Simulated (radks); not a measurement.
Problem. Mn, configuration [Ar] 3d(up 3, down 2) 4s2 (spins set by hand, not the high-spin state). All-electron calculation, scalar-relativistic Kohn-Sham, r2SCAN, spin-polarised, spherical densities, finite nucleus; meta-GGA in the generalised Kohn-Sham scheme; Fermi nuclear charge, rms radius 3.7057 fm. Program: a radial shooting solver on a logarithmic mesh with Libxc functionals. Some entries of the table are withheld. Estimate them.

| orbital | occ. | eigenvalue (hartree) | <r^2> (bohr^2) | <1/r> (bohr^-1) |
|---|---|---|---|---|
| 1s down | 1 | -237.1450 | 0.004991 | 24.92 |
| 1s up | 1 | -237.1448 | 0.004991 | 24.92 |
| 2s up | 1 | -27.67637 | 0.09188 | 5.321 |
| 2s down | 1 | -27.65580 | 0.09178 | 5.324 |
| 2p up | 3 | -23.39154 | 0.07504 | 5.203 |
| 2p down | 3 | -23.37584 | 0.07493 | 5.206 |
| 3s up | 1 | (1) | 0.8350 | 1.659 |
| 3s down | 1 | (2) | 0.8368 | 1.656 |
| 3p up | 3 | -2.09617 | 0.9623 | (3) |
| 3p down | 3 | -2.04702 | 0.9663 | (4) |
| 3d up | 3 | -0.26979 | 1.959 | 1.135 |
| 3d down | 2 | -0.22551 | 2.116 | 1.116 |
| 4s up | 1 | -0.19877 | 10.87 | 0.4224 |
| 4s down | 1 | -0.19132 | 11.40 | 0.4110 |

Solution. 
(1) 3s up eigenvalue (hartree): -3.29343
(2) 3s down eigenvalue (hartree): -3.24400
(3) 3p up <1/r> (bohr^-1): 1.519
(4) 3p down <1/r> (bohr^-1): 1.516
